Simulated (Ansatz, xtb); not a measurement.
# Isomers of C6H6Si in order of energy

3 gas-phase structures of C6H6Si, from a drawn sample of its isomers (lower ones may exist). Each was relaxed with GFN2-xTB:

A. `C#CC1=CC=C[SiH2]1`, a singlet
B. `C#C[SiH]1C=CC=C1`, a singlet
C. `C#CC1=C[SiH2]C=C1`, a singlet

Make a reasoned guess at their ranking by r2SCAN-D4/def2-SVP//GFN2-xTB single-point energy.

Calculated order at r2SCAN-D4/def2-SVP//GFN2-xTB: B (0.0), A (10.8), C (22.7) kJ/mol.

Energies above the lowest of each column, in kJ/mol; the last columns are at r2SCAN-D4/def2-SVP geometries:

```
structure  GFN2-xTB  HF/STO-3G  r2SCAN-D4/def2-SVP//GFN2-xTB  r2SCAN-D4/def2-SVP  CCSD(T)/def2-SVP + ΔMP2/def2-TZVPP
        B      55.4        0.0                           0.0                 0.0                                 0.0
        A       0.0       34.9                          10.8                10.5                                35.7
        C       8.6       40.4                          22.7                22.5                                39.5
```

CCSD(T)/def2-SVP + ΔMP2/def2-TZVPP puts B lowest; GFN2-xTB picks A. The ΔMP2 step shifts differences by up to 14.3 kJ/mol, which makes them less sure. ΔMP2 is the change of the MP2 energy from the smaller to the larger basis.

Programs: Ansatz 0.2.0, xtb 6.7.1.
